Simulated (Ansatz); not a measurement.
`[SiH3]OB(S)Cl` + HBr → `SB(Cl)Br` + `O[SiH3]` at 298.15 K and 1 bar (ligand exchange at a B–O bond).

Gas-phase electronic energies from Ansatz, PBE0-D4/def2-TZVP geometries. CBS: MP2 limit from def2 TZ/QZ plus the TZ coupled-cluster correction, frozen cores. For Br outer-core shells are correlated without core-valence functions, which leaves a few kJ/mol of doubt a bond. Scalar relativity is left out up to krypton. One conformer a species, not always the lowest.

```tsv
species	CCSD(T)/CBS energy (Eh)	H − E (kJ/mol)	S (J/(mol·K))
`[SiH3]OB(S)Cl`	-1249.16418	141.5	376.4
HBr	-2573.91920	24.6	198.6
`SB(Cl)Br`	-3456.37310	57.9	322.0
`O[SiH3]`	-366.69042	113.6	257.8
```

H − E and S are ideal-gas, rigid-rotor, harmonic terms from PBE0-D4/def2-TZVP, for one conformer and one mirror image of each species. 1 Eh = 2625.50 kJ/mol, R = 8.31446 J/(mol·K).

Task: By hand: ΔE, ΔH, ΔS and ΔG.

Result: ΔE = (-3456.37310) + (-366.69042) − (-1249.16418) − (-2573.91920) = 0.01986 Eh = 52.1 kJ/mol. Δ(H − E) = 57.9 + 113.6 − 141.5 − 24.6 = 5.4, so ΔH = 57.5 kJ/mol. ΔS = 322.0 + 257.8 − 376.4 − 198.6 = 4.8 J/(mol·K). ΔG = 57.5 − 298.15 × (4.8)/1000 = 56.1 kJ/mol.

Task: By hand: the equilibrium constant, and the temperature at which ΔG would vanish if ΔH and ΔS stayed fixed.

Result: log₁₀ K = −ΔG/(RT ln 10) = -9.8. ΔG = 0 at ΔH/ΔS = 11979 K, far beyond where these terms or the molecules hold.

The number of gas molecules stays the same, so ΔS is small and ΔH decides. A doubt of 5 kJ/mol in ΔE shifts log₁₀ K by 0.9 here. Other conformers and mirror images would add mixing entropy, several J/(mol·K) or more a flexible species. Modes under 60 cm⁻¹, often nearly free rotors, make the harmonic entropy too high. These are equilibria of isolated gas molecules and say nothing of rates. Largest T1 diagnostic: 0.012 (customary marks: 0.02 for closed shells, 0.045 for open ones).
